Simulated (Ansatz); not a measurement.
Calculated with Ansatz (gas phase, PBE0-D4/def2-TZVP geometries, no zero-point term in ΔE). CCSD(T)/CBS adds triple-zeta CCSD(T) − MP2 to the extrapolated MP2 energy (def2 sets, frozen cores). This one scheme is used for every species. Functionals use def2-TZVPP. For Br outer-core shells are correlated without core-valence functions, which leaves a few kJ/mol of doubt a bond. Scalar relativity is left out up to krypton. One conformer a species, not always the lowest.

Reaction (formal exchange of groups at a B–Br bond): `C=NB(F)Br` + SiH₄ → `C=NB(F)[SiH3]` + HBr

| level | ΔE (kJ/mol) |
| --- | --- |
| ωB97X-V | 85.6 |
| CCSD/def2-TZVPP | 88.3 |
| CCSD(T)/def2-TZVPP | 87.2 |
| HF/CBS(def2) | 100.7 |

What does CCSD(T)/CBS give? (Best estimate.)

The calculation gave: +87.2 kJ/mol. The listed levels differ from it by -1.6, 1.1, 0.0, 13.5 kJ/mol.

Largest T1 diagnostic among the species: 0.015.

From PBE to PBE0 (25 % exact exchange), in def2-TZVPP and without D4, ΔE moves by +6.0 kJ/mol. In def2-TZVPP, CCSD(T) changes the Hartree–Fock value by −13.9 kJ/mol (the triples alone add −1.1 kJ/mol) and MP2 by −4.7 kJ/mol.
